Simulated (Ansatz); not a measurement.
`ClC1(Br)CC1` + H₂Te → `ClC1([TeH])CC1` + HBr at 600 K and 1 bar (substitution at a C–Br bond).

Program: Ansatz. Geometries: PBE0-D4/def2-TZVP. ΔE: electronic, gas phase. CCSD(T)/CBS adds triple-zeta CCSD(T) − MP2 to the extrapolated MP2 energy (def2 sets, frozen cores). Elements past krypton have def2 core potentials. For Br, Te outer-core shells are correlated without core-valence functions, which leaves a few kJ/mol of doubt a bond. Scalar relativity is left out up to krypton.

```
         species  CCSD(T)/CBS energy (Eh)  H − E (kJ/mol)  S (J/(mol·K))
   `ClC1(Br)CC1`              -3149.62114           214.2          398.2
            H₂Te               -268.91024            52.9          255.0
`ClC1([TeH])CC1`               -844.62358           237.7          431.1
             HBr              -2573.91920            33.5          219.1
```

H − E and S are ideal-gas, rigid-rotor, harmonic terms from PBE0-D4/def2-TZVP, for one conformer and one mirror image of each species. 1 Eh = 2625.50 kJ/mol, R = 8.31446 J/(mol·K).

Problem. By hand: ΔE, ΔH, ΔS and ΔG.

Solution. ΔE = (-844.62358) + (-2573.91920) − (-3149.62114) − (-268.91024) = -0.01140 Eh = -29.9 kJ/mol. Δ(H − E) = 237.7 + 33.5 − 214.2 − 52.9 = 4.1, so ΔH = -25.8 kJ/mol. ΔS = 431.1 + 219.1 − 398.2 − 255.0 = -3.0 J/(mol·K). ΔG = -25.8 − 600 × (-3.0)/1000 = -24.0 kJ/mol.

Problem. By hand: the equilibrium constant, and the temperature at which ΔG would vanish if ΔH and ΔS stayed fixed.

Solution. log₁₀ K = −ΔG/(RT ln 10) = 2.1. ΔG = 0 at ΔH/ΔS = 8600 K, far beyond where these terms or the molecules hold.

The number of gas molecules stays the same, so ΔS is small and ΔH decides. A doubt of 5 kJ/mol in ΔE shifts log₁₀ K by 0.4 here. Other conformers and mirror images would add mixing entropy, several J/(mol·K) or more a flexible species. These are equilibria of isolated gas molecules and say nothing of rates. Largest T1 diagnostic: 0.010 (customary marks: 0.02 for closed shells, 0.045 for open ones).
